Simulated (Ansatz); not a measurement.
## Which is lower?

The two ends of one reaction step of SiH₂SOF₂, closed shell (PBE0-D4/def2-TZVP).

A:

```
7
angstrom
Si -0.1587 0.1264 0.4715
S 1.5987 -0.8938 -0.0761
O -1.2138 0.3515 -0.7321
H -1.4459 -0.4025 -1.2764
F 0.1281 1.5709 1.0307
F -0.7771 -0.7288 1.6477
H 1.8687 -0.0238 -1.0654
```

B:

Si1  (-0.612, 0.412, 0.620)
S2  (1.181, -0.708, -0.513)
O3  (-1.565, 0.789, -0.491)
H4  (0.306, -1.435, -1.232)
F5  (0.324, 1.432, 1.393)
F6  (-0.862, -0.748, 1.671)
H7  (1.228, 0.259, -1.448)
(Å)

Computed with Ansatz 0.2.0 (basis: def2-TZVPP); correlated methods freeze the cores. B3LYP uses VWN-RPA correlation.

**Question.** Which structure is lower at CCSD(T), and by how much? (To be estimated.)

**Answer.** Computed: A, by 49.16 kcal/mol (electronic energy, against the other). By their contacts, A is SiH₂SOF₂ ([OH][Si]([F])([F])[SH]) and B is SiH₂SOF₂ ([O][Si]([F])([F])[SH2]).

All methods give the same order:

```
      method  E(B) − E(A) (kcal/mol)
       SPW92                   46.32
      PBE-D4                   44.13
     BLYP-D4                   42.33
   r2SCAN-D4                   47.55
      B97M-V                   49.16
     PBE0-D4                   49.17
    B3LYP-D4                   46.78
  r2SCAN0-D4                   51.05
    BHLYP-D4                   51.94
CAM-B3LYP-D4                   48.79
     wB97X-V                   49.37
     wB97M-V                   49.04
      B2PLYP                   47.42
    PBE-QIDH                   51.04
  RPA on PBE                   46.68
          HF                   56.71
         MP2                   48.40
        CCSD                   50.65
     CCSD(T)                   49.16
```

No T1 diagnostic of these runs exceeds 0.015.

Labels in which every atom is bracketed show which atoms are joined, not bond orders.

For scale, one of the runs: CCSD(T)/def2-TZVPP, 205 basis functions, launched by `ansatz run in.yaml --threads 4 --pin off --events-out ev --progress --plain --max-ram 9574MiB`. Time: 2.2 min of wall clock on 4 CPU threads of an AMD EPYC; the host was shared. Peak host memory: 2.7 GiB.
